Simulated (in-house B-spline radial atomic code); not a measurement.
Ionising the bismuth ion Bi²⁺ with different functionals

Computed with a radial B-spline atomic code at the basis-set limit: scalar-relativistic (spin-free X2C) Hamiltonian, Fermi nucleus of rms radius 5.5211 fm, spin-polarised at highest spin, spherical fractional occupations for the functionals, and exact exchange of hybrids averaged over the configuration. The ionisation energy is the difference of two self-consistent energies, [Xe] 4f14 5d10 6s2 6p1 → [Xe] 4f14 5d10 6s2, without Breit or QED terms; ε is the level of the shell that loses the electron (its least bound occupied spin orbital). There is no spin-orbit coupling in this Hamiltonian.

| method | rung | ΔSCF (eV) | -ε(6p) (eV) |
| --- | --- | --- | --- |
| PBE0 | global hybrid | 23.65 | 20.73 |
| B3LYP | global hybrid | 23.83 | 20.59 |
| TPSSh | global hybrid | 23.47 | 20.00 |
| BHandHLYP | global hybrid | ? | ? |
| r2SCAN0 | global hybrid | 23.61 | 20.87 |
| B97-1 | global hybrid | 23.47 | 20.33 |
| HSE06 | range-separated hybrid | ? | ? |
| wB97X | range-separated hybrid | 23.56 | 22.89 |
| CAM-B3LYP | range-separated hybrid | 23.92 | 22.17 |
| LC-wPBE | range-separated hybrid | 23.77 | 23.47 |

**Question.** What does BHandHLYP give?

**Answer.** ΔSCF 23.71 eV, and -ε(6p) = 21.72 eV.

**Question.** What does HSE06 give?

**Answer.** ΔSCF 23.69 eV, and -ε(6p) = 20.34 eV.

**Question.** Among the functionals, which spreads more, the ΔSCF values or the orbital energies?

**Answer.** The orbital energies: ΔSCF values span about 0.45 eV and the orbital energies 3.47 eV; here energy differences depend much less on the functional than eigenvalues do.

**Question.** How do they compare with the NIST value?

**Answer.** NIST lists 25.571 eV (measured, ground level to ground level). Errors run from -2.10 to -1.66 eV. The correlated functionals all miss on the same side by more than they spread, so the cause is common to them (spin-orbit coupling, Breit-QED terms, multiplet and fine-structure energies, or a listed next ion that isn't the cheapest removal here) and closeness doesn't rank the functionals.
